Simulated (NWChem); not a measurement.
System: CH2N anion

The following NWChem deck was run.

```
start job
memory heap 200 mb stack 900 mb global 1100 mb
charge -1
geometry units angstroms noautosym nocenter noautoz
  C      0.000000     0.000000     0.493797
  N      0.000000     0.000000    -0.745072
  H      0.000000    -0.935319     1.184238
  H      0.000000     0.935319     1.184238
end
basis spherical
  C library def2-svpd
  N library def2-svpd
  H library def2-svpd
end
dft
  xc m06-2x
  iterations 150
end
cosmo
  do_cosmo_smd true
  solvent dmso
end
task dft energy
```

Parts of the log:

```
             Northwest Computational Chemistry Package (NWChem) 7.3.0
             --------------------------------------------------------

                             Geometry "geometry" -> ""
                             -------------------------

 Output coordinates in angstroms (scale by  1.889725989 to convert to a.u.)

  No.       Tag          Charge          X              Y              Z
 ---- ---------------- ---------- -------------- -------------- --------------
    1 C                    6.0000     0.00000000     0.00000000     0.49379700
    2 N                    7.0000     0.00000000     0.00000000    -0.74507200
    3 H                    1.0000     0.00000000    -0.93531900     1.18423800
    4 H                    1.0000     0.00000000     0.93531900     1.18423800

 Effective nuclear repulsion energy (a.u.)      27.1405457077

                                 NWChem DFT Module
                                 -----------------

 Summary of "ao basis" -> "ao basis" (spherical)
 ------------------------------------------------------------------------------
       Tag                 Description            Shells   Functions and Types
 ---------------- ------------------------------  ------  ---------------------
 C                         def2-svpd                 8       20   4s2p2d
 N                         def2-svpd                 8       20   4s2p2d
 H                         def2-svpd                 4        8   2s2p

 in cosmo_initialize ...
 calling solv_data for solv:dmso

 solvent parameters
 solvname_short: dmso
 solvname_long:  dimethylsulfoxide
 dielec:       46.8260
 dielecinf:     2.0079
 nonaqueous SMD model solvent descriptors
 dielec:       46.8260
 sola:          0.0000
 solb:          0.8800
 solc:          0.0000
 solg:         61.7800
 solh:          0.0000
 soln:          1.4170

          ---------------
          -cosmo- solvent
          ---------------
 Cosmo: York-Karplus, doi: 10.1021/jp992097l
 dielectric constant -eps-     =  46.83
 screen = (eps-1)/(eps    )    =   0.97864
 surface charge correction     = lagrangian

   van der Waals surface
 --------------------------

 ---------- ATOMIC COORDINATES (A.U.) ------------ VDWR(ANG.) --
     1    0.00000000    0.00000000    0.93314102     1.850
     2    0.00000000    0.00000000   -1.40798192     1.890
     3    0.00000000   -1.76749662    2.23788533     1.200
     4    0.00000000    1.76749662    2.23788533     1.200
 number of segments per atom =        128
 number of   points per atom =        128
 atom (   nspa,  nppa )
 ----------------------
    1 (     72,     0 )       0
    2 (     92,     0 )       0
    3 (     60,     0 )       0
    4 (     60,     0 )       0
 number of -cosmo- surface points =      284
 molecular surface =     67.209 angstrom**2
 molecular volume  =     43.344 angstrom**3
 -lineq- algorithm             =   0
 -bem- low  level              =   3
 -bem- from -octahedral-
 gaussian surface charge width =   4.50000
 degree of switching           =   1.00000
 switching function tolerance  =   0.00010
 atomic radii =
 --------------
    1  6.000  1.850
    2  7.000  1.890
    3  1.000  1.200
    4  1.000  1.200
 ...... end of -cosmo- initialization ......

 nat:                     4
 ixmem:                  1008
 calling mnsol_interface()
 G(SMD-CDS) energy (kcal/mol)  =     2.813
 SMD-CDS SASA (angstrom**2)    =    76.373

            General Information
            -------------------
          SCF calculation type: DFT
          Wavefunction type:  closed shell.
          No. of atoms     :     4
          No. of electrons :    16
           Alpha electrons :     8
            Beta electrons :     8
          Charge           :    -1
          Spin multiplicity:     1
          Use of symmetry is: off; symmetry adaption is: off
          Maximum number of iterations: 150
          AO basis - number of functions:    56
                     number of shells:    24
          Convergence on energy requested:  1.00D-06
          Convergence on density requested:  1.00D-05
          Convergence on gradient requested:  5.00D-04

              XC Information
              --------------
                       M06-2X Method XC Functional
                     Hartree-Fock (Exact) Exchange  0.540
                        M06-2X Exchange Functional  1.000
                      M06-2X Correlation Potential  1.000

[...]

                                COSMO-SMD solvation results
                                ---------------------------

             internal energy in gas <Psi(g)|H|Psi(g)> =       -93.875082494522
         internal energy in solvent <Psi(s)|H|Psi(s)> =       -93.869682397030
                               delta internal energy  =         0.005400097491 (    3.39 kcal/mol)
   total free energy in solvent <Psi(s)|H+V/2|Psi(s)> =       -93.994705624221
 polarization energy contribution <Psi(s)|V/2|Psi(s)> =        -0.125023227191 (  -78.45 kcal/mol)
    total free energy in solvent including G(SMD-CDS) =       -93.990222213787
                       G(SMD-CDS) energy contribution =         0.004483410434 (    2.81 kcal/mol)
     1 M fixed-concentration free energy of solvation =        -0.115139719265 (  -72.25 kcal/mol)

                       DFT Final Molecular Orbital Analysis
                       ------------------------------------

 Vector    6  Occ=2.000000D+00  E=-3.689551D-01
              MO Center=  2.2D-10, -5.0D-11, -8.1D-01, r^2= 1.2D+00
   Bfn.  Coefficient  Atom+Function         Bfn.  Coefficient  Atom+Function
  ----- ------------  ---------------      ----- ------------  ---------------
    27      0.474886  2 N  pz                23      0.417375  2 N  s
    24      0.375198  2 N  s                  7      0.308251  1 C  pz
     3     -0.292999  1 C  s                 10      0.252711  1 C  pz
    22      0.231925  2 N  s                  2     -0.173668  1 C  s
    30     -0.140377  2 N  pz                21      0.116168  2 N  s

 Vector    7  Occ=2.000000D+00  E=-3.378421D-01
              MO Center= -2.8D-10, -7.0D-11, -1.1D-01, r^2= 1.3D+00
   Bfn.  Coefficient  Atom+Function         Bfn.  Coefficient  Atom+Function
  ----- ------------  ---------------      ----- ------------  ---------------
     5      0.414625  1 C  px                25     -0.395121  2 N  px
     8      0.262383  1 C  px                28      0.225902  2 N  px
    19      0.080320  1 C  d  1              46      0.055656  3 H  px
    54      0.055656  4 H  px                34     -0.028110  2 N  d  1

 Vector    8  Occ=2.000000D+00  E=-1.999816D-01
              MO Center=  4.0D-11,  9.7D-11, -2.1D-01, r^2= 2.0D+00
   Bfn.  Coefficient  Atom+Function         Bfn.  Coefficient  Atom+Function
  ----- ------------  ---------------      ----- ------------  ---------------
    26      0.517594  2 N  py                29     -0.325098  2 N  py
    17      0.259461  1 C  d -1              41     -0.227216  3 H  s
    49      0.227216  4 H  s                 47      0.084072  3 H  py
    55      0.084072  4 H  py                42      0.081131  3 H  s
    50     -0.081131  4 H  s                  9      0.073885  1 C  py

 Vector    9  Occ=0.000000D+00  E= 6.291061D-02
              MO Center= -1.4D-09, -7.7D-10,  1.1D+00, r^2= 7.3D+00
   Bfn.  Coefficient  Atom+Function         Bfn.  Coefficient  Atom+Function
  ----- ------------  ---------------      ----- ------------  ---------------
     4      4.952032  1 C  s                 42     -2.885654  3 H  s
    50     -2.885654  4 H  s                  3      1.860408  1 C  s
    24     -1.536074  2 N  s                 10      1.008405  1 C  pz
    48      0.629267  3 H  pz                56      0.629267  4 H  pz
    47     -0.621137  3 H  py                55      0.621137  4 H  py

 Vector   10  Occ=0.000000D+00  E= 8.211758D-02
              MO Center=  1.2D-09, -3.9D-10,  2.2D-01, r^2= 2.7D+00
   Bfn.  Coefficient  Atom+Function         Bfn.  Coefficient  Atom+Function
  ----- ------------  ---------------      ----- ------------  ---------------
    25      0.397943  2 N  px                 5      0.338848  1 C  px
    28     -0.297543  2 N  px                19     -0.239514  1 C  d  1
    46      0.191595  3 H  px                54      0.191595  4 H  px
    39     -0.146648  2 N  d  1               8      0.132220  1 C  px
    14     -0.037962  1 C  d  1

 Vector   11  Occ=0.000000D+00  E= 1.438141D-01
              MO Center=  4.9D-10, -1.0D-11,  4.4D-01, r^2= 6.2D+00
   Bfn.  Coefficient  Atom+Function         Bfn.  Coefficient  Atom+Function
  ----- ------------  ---------------      ----- ------------  ---------------
     3      2.430614  1 C  s                 24     -1.797288  2 N  s
    10     -0.864823  1 C  pz                48      0.618407  3 H  pz
    56      0.618407  4 H  pz                30     -0.565070  2 N  pz
     4     -0.420524  1 C  s                 23      0.220987  2 N  s
    22      0.185122  2 N  s                  2     -0.176132  1 C  s

     Multipole analysis of the density
     ---------------------------------

     L   x y z        total         alpha         beta         nuclear
     -   - - -        -----         -----         ----         -------
     0   0 0 0     -1.000000     -8.000000     -8.000000     15.000000

     1   1 0 0      0.000000      0.000000      0.000000      0.000000
     1   0 1 0      0.000000      0.000000      0.000000      0.000000
     1   0 0 1      1.373112      0.577184      0.577184      0.218743

     2   2 0 0    -11.539937     -5.769968     -5.769968      0.000000
     2   1 1 0     -0.000000     -0.000000     -0.000000      0.000000
     2   1 0 1      0.000000      0.000000      0.000000      0.000000
     2   0 2 0    -12.764247     -9.506168     -9.506168      6.248089
     2   0 1 1      0.000000      0.000000      0.000000      0.000000
     2   0 0 2    -15.072377    -22.095022    -22.095022     29.117666
```

Level: M06-2X/def2-SVPD, SMD on the gas-phase geometry. Coordinates come from a B3LYP/def2-SVPD optimisation. The gas-phase anion has a positive highest level at the geometry level, so the gas reference is doubtful. Solvent: dimethyl sulfoxide.
